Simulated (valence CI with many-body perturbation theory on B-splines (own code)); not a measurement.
# Fe13+: electric-dipole lines

Computed by configuration interaction combined with many-body perturbation theory (CI+MBPT): three valence electrons over a frozen Dirac-Fock core [Ne], radial functions for each j: 11 s, 11 p, 10 d, 8 f, 5 g, 2 h, with the one-electron correlation potential Σ1, the two-electron term Σ2, the three-electron term Σ3, Breit, model QED; selected CI, second order for the rest, scaled by the run's own slope (own B-spline code, finite nucleus).

No measured levels were compared; by estimate levels of excited configurations hold to 0.05 to 0.15 % of their energy, terms of the ground configuration to about 0.5 %.

Lines 151 to 200 of 561 in falling wavelength, among levels below 1866500 cm⁻¹, chosen from the strongest by gf and those to the six lowest levels. Wavelengths and rates use the calculated energies, so an error of 300 cm⁻¹ moves a line at 29.78 nm by 0.089 % and its rate by three times that or more. Electric multipoles are in the length gauge, E1 and E2 with the static RPA response of the core. Weak lines are less certain than strong ones. Lines between different terms over intervals too small for the method are left out, as are lines whose strength nearly cancels. Where a level lies close to another of its J and parity, the split of strength between their lines is uncertain. The highest levels of a list are the least certain.

Names give the largest LS component (configuration and term), which can be under half, so a name can repeat, a term be missing and a line seem to break the LS rules; names also repeat where a configuration has a term twice. Letters in brackets count levels of one name in rising energy.

```tsv
λ vac (nm)	Upper	Lower	A (s⁻¹)	S (a.u.) with core polarisation	S without
29.78	3p.3d2 4D°_5/2 [b]	3s.3d2 4F_5/2	2.71e+09	2.12e-01	2.20e-01
29.77	3p.3d2 4D°_3/2 [b]	3s.3d2 4F_5/2	6.97e+09	3.63e-01	3.77e-01
29.71	3p2.3d 2D_3/2 [c]	3s.3p.3d 2F°_5/2 [b]	9.46e+09	4.90e-01	5.08e-01
29.71	3p2.3d 2D_5/2 [b]	3s.3p.3d 2F°_7/2 [a]	7.73e+09	6.00e-01	6.22e-01
29.70	3p.3d2 4D°_3/2 [b]	3s.3d2 4F_3/2	3.03e+09	1.57e-01	1.62e-01
29.66	3p.3d2 4D°_1/2 [b]	3s.3d2 4F_3/2	1.06e+10	2.74e-01	2.84e-01
29.62	3p.3d2 2D°_3/2 [c]	3s.3d2 2F_5/2	8.11e+09	4.16e-01	4.30e-01
29.59	3p3 2D°_5/2	3s.3p2 4P_5/2	9.66e+07	7.41e-03	7.70e-03
29.39	3p2.3d 2F_5/2 [b]	3s.3p.3d 2F°_7/2 [a]	4.77e+09	3.58e-01	3.72e-01
29.33	3p2.3d 4P_1/2	3s.3p.3d 4P°_3/2	1.13e+10	2.82e-01	2.93e-01
29.33	3p.3d2 2F°_5/2 [c]	3s.3d2 2G_7/2	9.39e+09	7.01e-01	7.27e-01
29.26	3p2.3d 4P_3/2	3s.3p.3d 4D°_5/2	7.96e+09	3.94e-01	4.09e-01
29.25	3p2.3d 2D_3/2 [c]	3s.3p.3d 2P°_1/2 [a]	1.27e+10	6.30e-01	6.52e-01
29.22	3p2.3d 4P_5/2	3s.3p.3d 4D°_7/2	6.93e+09	5.12e-01	5.31e-01
29.21	3s.3p.3d 4F°_3/2	3s.3p2 2D_3/2	5.87e+07	2.89e-03	2.99e-03
29.19	3s.3p.3d 2F°_7/2 [b]	3s2.3d 2D_5/2	2.19e+10	2.15e+00	2.23e+00
29.16	3p2.3d 4D_7/2	3s.3p.3d 4F°_9/2	7.85e+09	7.68e-01	7.97e-01
29.13	3p3 2P°_1/2	3s.3p2 2D_3/2	1.20e+10	2.94e-01	3.05e-01
29.12	3p.3d2 2G°_9/2 [b]	3s.3d2 2G_9/2	5.83e+09	7.11e-01	7.36e-01
29.12	3p2.3d 2P_3/2 [b]	3s.3p.3d 2F°_5/2 [a]	5.60e+09	2.73e-01	2.83e-01
29.10	3p2.3d 2D_5/2 [a]	3s.3p.3d 4P°_5/2	4.69e+09	3.42e-01	3.55e-01
29.10	3p3 2D°_3/2	3s.3p2 4P_3/2	2.22e+08	1.08e-02	1.12e-02
29.04	3p2.3d 4D_5/2	3s.3p.3d 4F°_7/2	7.49e+09	5.43e-01	5.64e-01
29.02	3p3 2P°_3/2	3s.3p2 2D_5/2	9.17e+09	4.42e-01	4.59e-01
29.01	3p.3d2 2H°_9/2	3p2.3d 2F_7/2 [b]	1.62e+09	1.95e-01	2.01e-01
29.01	3p2.3d 2D_5/2 [c]	3s.3p.3d 2P°_3/2 [a]	1.67e+10	1.21e+00	1.25e+00
28.96	3p2.3d 2F_7/2 [b]	3s.3p.3d 2F°_7/2 [a]	8.98e+09	8.61e-01	8.92e-01
28.89	3s.3p2 2S_1/2	3s2.3p 2P°_3/2	1.10e+09	2.63e-02	2.73e-02
28.85	3p2.3d 4D_1/2	3s.3p.3d 4F°_3/2	9.91e+09	2.35e-01	2.44e-01
28.84	3p3 2P°_3/2	3s.3p2 2D_3/2	1.25e+09	5.94e-02	6.17e-02
28.83	3p3 4S°_3/2	3s.3p2 4P_5/2	1.57e+10	7.43e-01	7.72e-01
28.78	3p.3d2 2G°_7/2 [b]	3s.3d2 2G_7/2	5.71e+09	5.38e-01	5.57e-01
28.77	3s.3p.3d 2F°_5/2 [b]	3s2.3d 2D_3/2	2.24e+10	1.58e+00	1.63e+00
28.60	3p2.3d 4D_3/2	3s.3p.3d 4F°_5/2	6.96e+09	3.21e-01	3.33e-01
28.55	3p2.3d 4D_5/2	3s.3p.3d 4F°_5/2	4.02e+09	2.77e-01	2.88e-01
28.46	3p2.3d 4D_7/2	3s.3p.3d 4F°_7/2	2.66e+09	2.42e-01	2.51e-01
28.46	3p3 2D°_3/2	3s.3p2 4P_1/2	2.72e+08	1.24e-02	1.28e-02
28.45	3p2.3d 2D_5/2 [b]	3s.3p.3d 2F°_5/2 [a]	4.51e+09	3.08e-01	3.19e-01
28.31	3p2.3d 4P_3/2	3s.3p.3d 4D°_3/2	3.38e+09	1.52e-01	1.57e-01
28.16	3p2.3d 2F_5/2 [b]	3s.3p.3d 2F°_5/2 [a]	4.97e+09	3.28e-01	3.40e-01
28.13	3s.3d2 2D_5/2	3s.3p.3d 2P°_3/2 [c]	3.79e+09	2.50e-01	2.58e-01
28.11	3p.3d2 2F°_5/2 [a]	3p2.3d 2D_3/2 [a]	3.45e+09	2.27e-01	2.35e-01
28.05	3p3 4S°_3/2	3s.3p2 4P_3/2	1.16e+10	5.07e-01	5.26e-01
27.96	3s.3p.4s 2P°_1/2 [b]	3s2.4s 2S_1/2	2.62e+10	5.66e-01	5.87e-01
27.91	3p.3d2 2F°_7/2 [a]	3p2.3d 4P_5/2	2.18e+09	1.88e-01	1.94e-01
27.91	3s.3d2 2D_5/2	3s.3p.3d 2P°_3/2 [b]	4.85e+09	3.12e-01	3.23e-01
27.88	3s.3p.4s 2P°_3/2 [b]	3s2.4s 2S_1/2	2.59e+10	1.11e+00	1.15e+00
27.81	3s.3d2 2D_3/2	3s.3p.3d 2P°_1/2 [b]	6.33e+09	2.69e-01	2.78e-01
27.46	3p3 4S°_3/2	3s.3p2 4P_1/2	6.12e+09	2.50e-01	2.60e-01
27.46	3p.3d2 2D°_3/2 [a]	3p2.3d 2D_3/2 [a]	3.64e+09	1.49e-01	1.54e-01
```
